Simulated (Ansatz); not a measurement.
Mulliken charges of CH4AlNSe (`[AlH2]/[N]=C\[SeH]`) from PBE/def2-TZVPP in Ansatz (PBE0-D4/def2-TZVP geometry).

```
atom   x (Å)   y (Å)   z (Å)  charge (e)
 Al1   0.008   2.010  -0.315       0.318
  N2  -0.198   0.297  -0.007      -0.213
  C3  -0.290  -0.915   0.199      -0.019
 Se4   1.203  -2.132   0.052       0.011
  H5  -0.221   2.512  -1.794      -0.118
  H6   0.384   2.927   0.914      -0.118
  H7  -1.214  -1.433   0.485       0.097
  H8   0.421  -3.324   0.409       0.041
```

**Question.** By hand: the dipole of these point charges (1 e Å = 4.8032 D).

**Answer.** Σ q r = (-0.056, -0.347, 0.066) e Å, of length 0.358 e Å = 1.72 D.

**Question.** How does the dipole of the full density compare? (Estimate.)

**Answer.** Ansatz gave: (-0.168, -0.264, 0.078) e Å, 1.55 D; the point charges give 1.11 times that, at 23° from its direction.

Point charges leave out the atoms' own dipoles, such as those of lone pairs, and Mulliken's split depends on the basis, so the two needn't agree.
